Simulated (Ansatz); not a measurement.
Consider the ligand exchange at the Si–O bond: `O[SiH2]O` + `CO[SiH2]S` → `CO[SiH2]S[SiH2]O` + H₂O.

Computed with Ansatz on PBE0-D4/def2-TZVP structures; ΔE is electronic, products minus reactants. CCSD(T)/CBS adds triple-zeta CCSD(T) − MP2 to the extrapolated MP2 energy (def2 sets, frozen cores). This one scheme is used for every species. Functionals use def2-TZVPP. B3LYP here is the variant with VWN-RPA as its local correlation; programs differ in this. Each species was taken in one conformer, which may not be the lowest.

`O[SiH2]O`:

```xyz
7

O    -0.656   -0.779   -1.032
Si    0.022   -0.237    0.361
O     0.609    1.292    0.252
H    -1.455   -0.346   -1.338
H    -0.975   -0.157    1.454
H     1.101   -1.215    0.635
H     1.354    1.443   -0.331
```

`CO[SiH2]S`:

Z-matrix (Å, degrees):
```
C
O 1 1.410
H 1 1.091 2 108.1
H 1 1.096 2 111.7 3 119.3
H 1 1.095 2 111.3 3 -119.1
Si 2 1.639 1 122.6 3 -170.3
S 6 2.120 2 109.8 1 171.1
H 6 1.488 2 108.6 1 49.0
H 6 1.485 2 111.9 1 -72.6
H 7 1.344 6 94.3 2 -69.2
```

`CO[SiH2]S[SiH2]O`:

Cartesian coordinates in Å:
```
C 1.644 -1.249 0.480
O 0.659 -1.015 -0.514
Si -0.954 -1.127 -0.179
S -1.564 0.399 1.171
Si -1.003 2.031 -0.112
O 0.572 1.947 -0.552
H 1.508 -2.232 0.943
H 2.622 -1.221 -0.002
H 1.605 -0.481 1.258
H -1.265 -2.421 0.477
H -1.608 -0.978 -1.497
H -1.193 3.274 0.666
H -1.894 1.997 -1.300
H 0.870 1.075 -0.839
```

H₂O:

Cartesian coordinates in Å:
```
O -0.213 -0.048 -0.322
H 0.542 -0.568 -0.039
H -0.329 0.616 0.361
```

```csv
level,ΔE (kJ/mol),difference from CCSD(T)/CBS
PBE-D4,8.6,-11.1
PBE0-D4,12.0,-7.7
B3LYP-D4,21.9,2.2
ωB97X-V,24.3,4.6
B2PLYP,33.8,14.1
PBE,20.3,0.6
B3LYP,40.7,21.0
MP2/def2-TZVPP,19.7,0.0
SCS-MP2/def2-TZVPP,29.2,9.5
CCSD/def2-TZVPP,31.0,11.3
HF/def2-QZVPP,57.9,38.2
MP2/def2-QZVPP,17.3,-2.4
SCS-MP2/def2-QZVPP,26.9,7.2
HF/CBS(def2),58.1,38.4
MP2/CBS(def2),14.8,-4.9
CCSD/CBS(def2),26.0,6.3
CCSD(T)/CBS,19.7,0
```

Largest T1 diagnostic among the species: 0.012.

The D4 term adds −18.8 kJ/mol with B3LYP and −10.6 kJ/mol with PBE0; it sums over pairs of atoms, weighted by their polarisabilities, and B3LYP, whose exchange is more repulsive, gets the larger term. In def2-TZVPP, CCSD(T) changes the Hartree–Fock value by −31.9 kJ/mol (the triples alone add −6.3 kJ/mol) and MP2 by −36.9 kJ/mol.
